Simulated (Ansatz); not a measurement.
Mulliken charges of `[F][Ta]([Cl])([Cl])([Cl])[Cl]` from r2SCAN/def2-TZVPP in Ansatz (PBE0-D4/def2-TZVP geometry).

```json
{"atom": "F1", "x (Å)": "-0.834", "y (Å)": "0.141", "z (Å)": "-1.710", "charge (e)": "-0.230"}
{"atom": "Ta2", "x (Å)": "-0.018", "y (Å)": "-0.006", "z (Å)": "-0.058", "charge (e)": "0.947"}
{"atom": "Cl3", "x (Å)": "-2.061", "y (Å)": "-0.733", "z (Å)": "0.765", "charge (e)": "-0.219"}
{"atom": "Cl4", "x (Å)": "0.999", "y (Å)": "-1.922", "z (Å)": "0.615", "charge (e)": "-0.139"}
{"atom": "Cl5", "x (Å)": "1.928", "y (Å)": "0.738", "z (Å)": "-1.077", "charge (e)": "-0.219"}
{"atom": "Cl6", "x (Å)": "0.028", "y (Å)": "1.718", "z (Å)": "1.419", "charge (e)": "-0.139"}
```

Question: By hand: the dipole of these point charges (1 e Å = 4.8032 D).

Answer: Σ q r = (0.061, -0.011, 0.124) e Å, of length 0.139 e Å = 0.67 D.

Question: How does the dipole of the full density compare? (Estimate.)

Answer: Computed: (0.051, -0.009, 0.104) e Å, 0.56 D; the point charges give 1.20 times that, at 0° from its direction.

Point charges leave out the atoms' own dipoles, such as those of lone pairs, and Mulliken's split depends on the basis, so the two needn't agree.
